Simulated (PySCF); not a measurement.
## Spinor energies of Kr³¹⁺ (krypton, charge +31)

Start: [He] 2s2 2p1; 2p3/2 filled at m_j = +3/2. Calculated with PySCF 2.14 in an uncontracted even-tempered set (17 s from 12 bohr⁻², ratio 2.4; 12 p from 15 bohr⁻², ratio 2.4; 5 d from 51 bohr⁻², ratio 2.6; 4 f from 76 bohr⁻², ratio 2.6): generalised Hartree-Fock with the X2C-1e Hamiltonian and a Gaussian nucleus; one run each with spin-orbit coupling (SO) screened by Boettger's factors, then bare. This is a chosen level, not necessarily the ground level.

```
spinor shell  electrons  ε, screened SO (eV)  ε, bare SO (eV)  weight of nominal j (bare SO)  rms radius, bare SO (bohr)
       1s1/2          2             -16714.4         -16714.5                          1.000                      0.0474
       2s1/2          2              -3827.8          -3827.9                          1.000                       0.185
       2p3/2          1              -3695.9          -3694.7                          1.000                       0.162
```

```json
{"quantity": "E (hartree)", "screened SO": "-1728.47176", "bare SO": "-1728.42881"}
{"quantity": "M_J", "screened SO": "3/2", "bare SO": "3/2"}
{"quantity": "⟨J²⟩", "screened SO": "3.750", "bare SO": "3.750"}
{"quantity": "⟨L²⟩", "screened SO": "2.000", "bare SO": "2.000"}
{"quantity": "⟨S²⟩", "screened SO": "0.750", "bare SO": "0.750"}
```

Each row is a mean over spinors that exchange with the open shell spreads, by up to 28.745 eV (2s1/2).
